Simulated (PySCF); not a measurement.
C₂H₈FPSi₂.
Geometry (GFN2-xTB, Å), atoms numbered from 1 in this order:
```xyz
14
C2H8FPSi2 angstrom
F      0.8546   -0.6568   -1.8917
C      0.1888   -0.3498   -0.7426
C      0.8801    0.0861    0.3031
Si     2.7477    0.3366    0.3885
Si    -1.6849   -0.6249   -0.8715
P     -2.5109    0.1241    1.0698
H      0.2929    0.3112    1.1853
H      3.3366    0.2022   -0.9394
H      3.2903   -0.6684    1.3069
H      2.9763    1.6828    0.9221
H     -1.9786   -2.0582   -0.9743
H     -2.1753    0.0606   -2.0736
H     -2.3893    1.4675    0.7576
H     -3.8290    0.0865    0.6578
```

The calculation used TDDFT B3LYP/def2-SVPD, vertical, gas phase, core orbitals frozen in the response (PySCF 2.14.0, density-fitted response routines).

Ground-to-excited transition dipoles (e·a0, same axes as the geometry; the sign carries no meaning), for the states with f of 0.002 or more among the lowest 7:

```csv
state,E (eV),μx,μy,μz
S1,5.705,-0.239,-0.031,0.147
S2,6.317,-1.332,-0.288,-0.348
S3,6.449,0.017,-0.047,0.453
S4,6.499,0.056,-0.056,0.412
S5,6.519,-0.188,-0.175,-0.166
S6,6.659,0.761,-0.002,0.077
S7,6.769,0.150,-0.099,0.115
```

Task: Work out the oscillator strengths.

Result: f = (2/3) ΔE |μ|² with ΔE in hartree (27.2114 eV).

```csv
state,|μ|² (au),|μ| (D),f
S1,0.079,0.72,0.011
S2,1.978,3.58,0.306
S3,0.208,1.16,0.033
S4,0.176,1.07,0.028
S5,0.093,0.78,0.015
S6,0.586,1.95,0.096
S7,0.045,0.54,0.008
```

Task: What angle do the transition dipoles of S1 and S2 make?

Result: |cos θ| = |μa·μb| / (|μa| |μb|) = 0.70, so θ ≈ 46° (taken between 0 and 90°, since the signs are arbitrary).

Task: What peak molar absorption coefficient would the strongest computed level give as a lone Gaussian band 0.5 eV wide at half height?

Result: ε(max) = 2.175×10⁸ f / FWHM, with the width in cm⁻¹. S2: 2.175×10⁸ × 0.3062 / 4033 ≈ 17000 L mol⁻¹ cm⁻¹.

One conformer stands for the species.
